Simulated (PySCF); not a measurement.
C₃H₇FOSi, SMILES C[C@@H](F)[SiH2]C=O. Coordinates come from a r2SCAN-D4/def2-SVP optimisation. The structure was generated by enumeration; whether it is a known compound was not checked. The values are those of a single conformer.

Computed equilibrium geometry at r2SCAN-D4/def2-SVP (PySCF confirms it by a frequency run) as bond lengths and angles (one conformer of several):
Atoms: C1 C2 F3 Si4 C5 O6 H7 H8 H9 H10 H11 H12 H13. Bonded distances (Å): C1–C2 1.513, C1–H7 1.101, C1–H8 1.102, C1–H9 1.102, C2–F3 1.413, C2–Si4 1.910, C2–H10 1.107, Si4–C5 1.936, Si4–H11 1.492, Si4–H12 1.495, C5–O6 1.211, C5–H13 1.131. Bond angles (°): C2–C1–H7 111.2, C2–C1–H8 110.3, C2–C1–H9 110.5, H7–C1–H8 108.3, H7–C1–H9 108.4, H8–C1–H9 108.2, C1–C2–F3 109.0, C1–C2–Si4 116.6, C1–C2–H10 109.9, F3–C2–Si4 103.7, F3–C2–H10 106.7, Si4–C2–H10 110.5, C2–Si4–C5 107.2, C2–Si4–H11 112.9, C2–Si4–H12 108.0, C5–Si4–H11 110.1, C5–Si4–H12 108.0, H11–Si4–H12 110.5, Si4–C5–O6 122.8, Si4–C5–H13 116.8, O6–C5–H13 120.3.
Charge 0, spin multiplicity 1.
